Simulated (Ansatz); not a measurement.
Compare A (`BC1BNC1`) with its isomer B (`B/C=C(/B)N`).

Calculated with Ansatz (gas phase, PBE0-D4/def2-TZVP geometries, no zero-point term in ΔE). CCSD(T)/CBS is the MP2 limit (def2-TZVPP, def2-QZVPP) plus CCSD(T) − MP2 in def2-TZVPP, frozen cores. DFT in def2-TZVPP. One conformer a species, not always the lowest.

Question: Which isomer does CCSD(T)/CBS put lower? Give the gap. (An estimate is asked.)

Answer: The calculation gave: A, by 114.9 kJ/mol.

Question: Give E(B) − E(A) in kJ/mol with CCSD(T)/def2-TZVPP, HF/def2-TZVPP, CCSD/def2-TZVPP, B2PLYP, PBE0-D4, ωB97M-V, MP2/def2-TZVPP. (Estimate.)

Answer: Computed: CCSD(T)/def2-TZVPP 114.8, HF/def2-TZVPP 88.0, CCSD/def2-TZVPP 116.4, B2PLYP 98.8, PBE0-D4 115.8, ωB97M-V 117.3, MP2/def2-TZVPP 120.8. None reverses the order clearly.

Largest T1 diagnostic: 0.014.

In def2-TZVPP, CCSD(T) changes the Hartree–Fock value by +26.8 kJ/mol (the triples alone add −1.6 kJ/mol) and MP2 by +32.8 kJ/mol. From PBE to PBE0 (25 % exact exchange), in def2-TZVPP and without D4, E(B) − E(A) moves by +11.3 kJ/mol.
